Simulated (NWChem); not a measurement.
The numbers come from NWChem runs, not from measurements. System: Se (-1), charge -1, spin multiplicity 2. Its SCF solution wasn't tested for a lower state. Level: UHF/def2-TZVPD.

Input file:

```
start mol
memory heap 200 mb stack 900 mb global 1100 mb
charge -1
geometry units angstroms nocenter noautoz
  Se     0.000000     0.000000     0.000000
  symmetry group D2h
end
basis spherical
  * library def2-tzvpd
end
scf
  uhf
  nopen 1
  maxiter 100
  thresh 1e-7
  semidirect memsize 60000000 filesize 0
  # guess.movecs holds the orbitals of an unrestricted PBE0 run
  vectors input guess.movecs output mol.movecs
end
task scf energy
```

Output (cleaned and shortened):

```
             Northwest Computational Chemistry Package (NWChem) 7.3.0
             --------------------------------------------------------

                                NWChem Input Module
                                -------------------

 Scaling coordinates for geometry "geometry" by  1.889725989
 (inverse scale =  0.529177249)

                             Geometry "geometry" -> ""
                             -------------------------

 Output coordinates in angstroms (scale by  1.889725989 to convert to a.u.)

  No.       Tag          Charge          X              Y              Z
 ---- ---------------- ---------- -------------- -------------- --------------
    1 Se                  34.0000     0.00000000     0.00000000     0.00000000

 Effective nuclear repulsion energy (a.u.)       0.0000000000

            Nuclear Dipole moment (a.u.)
            ----------------------------
        X                 Y               Z
 ---------------- ---------------- ----------------
     0.0000000000     0.0000000000     0.0000000000

      Symmetry information
      --------------------

 Group name             D2h
 Group number             26
 Group order               8
 No. of unique centers     1

      Symmetry unique atoms

     1


 Summary of "ao basis" -> "" (spherical)
 ------------------------------------------------------------------------------
       Tag                 Description            Shells   Functions and Types
 ---------------- ------------------------------  ------  ---------------------
 *                         def2-tzvpd                 on all atoms

 Summary of "ao basis" -> "ao basis" (spherical)
 ------------------------------------------------------------------------------
       Tag                 Description            Shells   Functions and Types
 ---------------- ------------------------------  ------  ---------------------
 Se                        def2-tzvpd               19       57   7s6p5d1f

                                 NWChem SCF Module
                                 -----------------

  ao basis        = "ao basis"
  functions       =    57
  atoms           =     1
  alpha electrons =    18
  beta  electrons =    17
  charge          =  -1.00
  wavefunction    = UHF
  use symmetry    = T
  symmetry adapt  = T

 Summary of "ao basis" -> "ao basis" (spherical)
 ------------------------------------------------------------------------------
       Tag                 Description            Shells   Functions and Types
 ---------------- ------------------------------  ------  ---------------------
 Se                        def2-tzvpd               19       57   7s6p5d1f

      Symmetry analysis of basis
      --------------------------

        ag         17
        au          1
        b1g         5
        b1u         8
        b2g         5
        b2u         8
        b3g         5
        b3u         8

 Forming initial guess at       0.1s

   Symmetry analysis of molecular orbitals - initial alpha
   -------------------------------------------------------

  Numbering of irreducible representations:

     1 ag          2 au          3 b1g         4 b1u         5 b2g
     6 b2u         7 b3g         8 b3u

  Orbital symmetries:

     1 ag          2 ag          3 b1u         4 b3u         5 b2u
     6 ag          7 b1u         8 b2u         9 b3u        10 ag
    11 b2g        12 b3g        13 ag         14 b1g        15 ag
    16 b1u        17 b2u        18 b3u        19 b1u        20 b3u
[...]
    17      0.473827  1 Se px                20      0.382258  1 Se px
    11     -0.302079  1 Se px                14      0.258225  1 Se px

 Vector   19  Occ=0.000000D+00  E= 2.071704D-01  Symmetry=b1u
              MO Center= -4.4D-20,  3.6D-20,  1.5D-19, r^2= 1.7D+01
   Bfn.  Coefficient  Atom+Function         Bfn.  Coefficient  Atom+Function
  ----- ------------  ---------------      ----- ------------  ---------------
    25      1.301013  1 Se pz                22     -0.695064  1 Se pz

 Vector   20  Occ=0.000000D+00  E= 2.155870D-01  Symmetry=b2u
              MO Center= -1.0D-32,  3.2D-19,  1.4D-31, r^2= 1.7D+01
   Bfn.  Coefficient  Atom+Function         Bfn.  Coefficient  Atom+Function
  ----- ------------  ---------------      ----- ------------  ---------------
    24      1.308550  1 Se py                21     -0.750514  1 Se py

 Vector   21  Occ=0.000000D+00  E= 2.155870D-01  Symmetry=b3u
              MO Center=  4.2D-16, -9.9D-28,  1.6D-27, r^2= 1.7D+01
   Bfn.  Coefficient  Atom+Function         Bfn.  Coefficient  Atom+Function
  ----- ------------  ---------------      ----- ------------  ---------------
    23      1.308550  1 Se px                20     -0.750514  1 Se px

                     UHF Final Beta Molecular Orbital Analysis
                     -----------------------------------------

 Vector   15  Occ=1.000000D+00  E=-5.143826D-01  Symmetry=ag
              MO Center=  7.5D-30,  8.8D-30,  3.8D-18, r^2= 1.2D+00
   Bfn.  Coefficient  Atom+Function         Bfn.  Coefficient  Atom+Function
  ----- ------------  ---------------      ----- ------------  ---------------
     5      0.628930  1 Se s                  6      0.548515  1 Se s
     4     -0.384852  1 Se s                  3     -0.259483  1 Se s

 Vector   16  Occ=1.000000D+00  E=-8.032299D-02  Symmetry=b2u
              MO Center= -1.5D-22, -6.6D-18, -1.3D-30, r^2= 2.4D+00
   Bfn.  Coefficient  Atom+Function         Bfn.  Coefficient  Atom+Function
  ----- ------------  ---------------      ----- ------------  ---------------
    18      0.453564  1 Se py                21      0.388935  1 Se py
    12     -0.295564  1 Se py                15      0.254184  1 Se py

 Vector   17  Occ=1.000000D+00  E=-8.032299D-02  Symmetry=b3u
              MO Center= -5.7D-18, -1.4D-22, -1.1D-30, r^2= 2.4D+00
   Bfn.  Coefficient  Atom+Function         Bfn.  Coefficient  Atom+Function
  ----- ------------  ---------------      ----- ------------  ---------------
    17      0.453564  1 Se px                20      0.388935  1 Se px
    11     -0.295564  1 Se px                14      0.254184  1 Se px

 Vector   18  Occ=0.000000D+00  E= 1.859692D-01  Symmetry=b1u
              MO Center=  3.6D-19, -2.8D-19, -4.1D-18, r^2= 1.3D+01
   Bfn.  Coefficient  Atom+Function         Bfn.  Coefficient  Atom+Function
  ----- ------------  ---------------      ----- ------------  ---------------
    25      1.067613  1 Se pz                19      0.282005  1 Se pz
    22     -0.256749  1 Se pz

 Vector   19  Occ=0.000000D+00  E= 2.169397D-01  Symmetry=b2u
              MO Center= -5.8D-24, -2.2D-19, -4.2D-32, r^2= 1.7D+01
   Bfn.  Coefficient  Atom+Function         Bfn.  Coefficient  Atom+Function
  ----- ------------  ---------------      ----- ------------  ---------------
    24      1.308682  1 Se py                21     -0.773578  1 Se py

 Vector   20  Occ=0.000000D+00  E= 2.169397D-01  Symmetry=b3u
              MO Center= -2.6D-19, -7.3D-23, -4.7D-32, r^2= 1.7D+01
   Bfn.  Coefficient  Atom+Function         Bfn.  Coefficient  Atom+Function
  ----- ------------  ---------------      ----- ------------  ---------------
    23      1.308682  1 Se px                20     -0.773578  1 Se px

 center of mass
 --------------
 x =   0.00000000 y =   0.00000000 z =   0.00000000

 moments of inertia (a.u.)
 ------------------
           0.000000000000           0.000000000000           0.000000000000
           0.000000000000           0.000000000000           0.000000000000
           0.000000000000           0.000000000000           0.000000000000

  Mulliken analysis of the total density
  --------------------------------------

    Atom       Charge   Shell Charges
 -----------   ------   -------------------------------------------------------
    1 Se  34    35.00   2.00  2.00  1.16  0.78  0.96  1.01  0.08  6.00  5.93  0.94  2.19  1.67  0.27  8.97  1.04 -0.02  0.02 -0.00  0.00

  Mulliken analysis of the alpha density
  --------------------------------------

    Atom       Charge   Shell Charges
 -----------   ------   -------------------------------------------------------
    1 Se  34    18.00   1.00  1.00  0.58  0.39  0.48  0.51  0.03  3.00  2.97  0.56  1.36  0.98  0.13  4.48  0.52 -0.01  0.01 -0.00  0.00

   Mulliken analysis of the beta density
   -------------------------------------

    Atom       Charge   Shell Charges
 -----------   ------   -------------------------------------------------------
    1 Se  34    17.00   1.00  1.00  0.58  0.39  0.48  0.50  0.05  3.00  2.96  0.37  0.83  0.69  0.14  4.49  0.52 -0.01  0.01 -0.00  0.00

   Mulliken analysis of the spin density
   -------------------------------------

    Atom       Charge   Shell Charges
 -----------   ------   -------------------------------------------------------
    1 Se  34     1.00  -0.00  0.00  0.00 -0.00 -0.00  0.02 -0.01  0.00  0.01  0.19  0.53  0.29 -0.01 -0.01  0.00  0.00 -0.00 -0.00  0.00

       Multipole analysis of the density wrt the origin
       ------------------------------------------------

     L   x y z        total         alpha         beta         nuclear
     -   - - -        -----         -----         ----         -------
     0   0 0 0     -1.000000    -18.000000    -17.000000     34.000000

     1   1 0 0     -0.000000     -0.000000     -0.000000      0.000000
     1   0 1 0     -0.000000     -0.000000     -0.000000      0.000000
     1   0 0 1      0.000000     -0.000000      0.000000      0.000000

     2   2 0 0    -20.455497    -10.577160     -9.878337      0.000000
     2   1 1 0      0.000000      0.000000     -0.000000      0.000000
     2   1 0 1      0.000000      0.000000     -0.000000      0.000000
     2   0 2 0    -20.455497    -10.577160     -9.878337      0.000000
     2   0 1 1      0.000000      0.000000      0.000000      0.000000
     2   0 0 2    -16.661452    -10.522580     -6.138872      0.000000

 Task  times  cpu:        1.4s     wall:        1.4s

 Total times  cpu:        1.5s     wall:        1.5s
```
